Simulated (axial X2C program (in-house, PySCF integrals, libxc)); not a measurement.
## CaS: computed against measured constants

All values were computed with an in-house relativistic program for diatomic molecules. Spin-free means the one-electron spin-free X2C Hamiltonian; two-component (2c) means X2C with spin–orbit coupling and atomic mean-field two-electron Coulomb terms, the Gaunt term switched off, so the difference of the two also holds small scalar two-electron terms. Basis: Ca dyall-v3z [11s12p4d3f], S dyall-v3z [8s7p2d1f] (cores contracted in-house); Gaussian nuclei, density fitting, unrestricted open shells. Masses: Ca 39.963 u, S 31.972 u.

```json
{"Hamiltonian": "spin-free", "level": "PBE0", "Re (Å)": "2.330", "ωe (cm⁻¹)": "469.4", "ωexe (cm⁻¹)": "1.51", "De (eV)": "3.25"}
{"Hamiltonian": "spin-free", "level": "HF", "Re (Å)": "2.371", "ωe (cm⁻¹)": "471.1", "ωexe (cm⁻¹)": "1.62", "De (eV)": "1.15"}
{"Hamiltonian": "spin-free", "level": "MP2", "Re (Å)": "2.364", "ωe (cm⁻¹)": "435.7", "ωexe (cm⁻¹)": "1.81", "De (eV)": "2.95"}
{"Hamiltonian": "spin-free", "level": "PBE", "Re (Å)": "2.342", "ωe (cm⁻¹)": "452.2", "ωexe (cm⁻¹)": "1.49", "De (eV)": "3.57"}
{"Hamiltonian": "spin-free", "level": "PW91", "Re (Å)": "2.339", "ωe (cm⁻¹)": "454.7", "ωexe (cm⁻¹)": "1.49", "De (eV)": "3.63"}
{"Hamiltonian": "2c", "level": "PBE0", "Re (Å)": "2.330", "ωe (cm⁻¹)": "469.2", "ωexe (cm⁻¹)": "1.51", "De (eV)": "3.25"}
{"Hamiltonian": "2c", "level": "PBE", "Re (Å)": "2.342", "ωe (cm⁻¹)": "452.0", "ωexe (cm⁻¹)": "1.49", "De (eV)": "3.57"}
{"Hamiltonian": "2c", "level": "PW91", "Re (Å)": "2.339", "ωe (cm⁻¹)": "454.6", "ωexe (cm⁻¹)": "1.49", "De (eV)": "3.63"}
```

De refers to Ca + S.

Correlated methods: 16 electrons correlated (number of frozen shells: Ca 2 s, 1 p; S 2 s, 1 p), 208 virtual spin orbitals or spinors in MP2.

Measured (Huber and Herzberg, Constants of Diatomic Molecules, 1979; state 1Σ+): Re (Å) 2.3178, ωe (cm⁻¹) 462.23, ωexe (cm⁻¹) 1.78.

(1) Work out the error of each level, computed minus measured.

The state is one determinant whose occupation by symmetry is held fixed; it was picked as the lowest of a PBE0 search that is not exhaustive. Closed shells are restricted here (equal orbitals for both partners); the stretched side of such a curve lies too high. Dissociation energies refer to the lowest single-determinant-based atoms at the same level and basis. In 2c an atomic determinant is not the ground J level, so De misses part of the atomic spin–orbit lowering. This holds for PBE0, PBE, PW91. The functionals have no current-density term, which raises determinants with orbital currents, atoms included.

Results:

(1) 

```json
{"Hamiltonian": "spin-free", "level": "PBE0", "Re (Å)": "0.012", "ωe (cm⁻¹)": "7.2", "ωexe (cm⁻¹)": "-0.27"}
{"Hamiltonian": "spin-free", "level": "HF", "Re (Å)": "0.053", "ωe (cm⁻¹)": "8.9", "ωexe (cm⁻¹)": "-0.16"}
{"Hamiltonian": "spin-free", "level": "MP2", "Re (Å)": "0.046", "ωe (cm⁻¹)": "-26.5", "ωexe (cm⁻¹)": "0.03"}
{"Hamiltonian": "spin-free", "level": "PBE", "Re (Å)": "0.024", "ωe (cm⁻¹)": "-10.0", "ωexe (cm⁻¹)": "-0.29"}
{"Hamiltonian": "spin-free", "level": "PW91", "Re (Å)": "0.021", "ωe (cm⁻¹)": "-7.5", "ωexe (cm⁻¹)": "-0.29"}
{"Hamiltonian": "2c", "level": "PBE0", "Re (Å)": "0.012", "ωe (cm⁻¹)": "7.0", "ωexe (cm⁻¹)": "-0.27"}
{"Hamiltonian": "2c", "level": "PBE", "Re (Å)": "0.024", "ωe (cm⁻¹)": "-10.2", "ωexe (cm⁻¹)": "-0.29"}
{"Hamiltonian": "2c", "level": "PW91", "Re (Å)": "0.021", "ωe (cm⁻¹)": "-7.6", "ωexe (cm⁻¹)": "-0.29"}
```
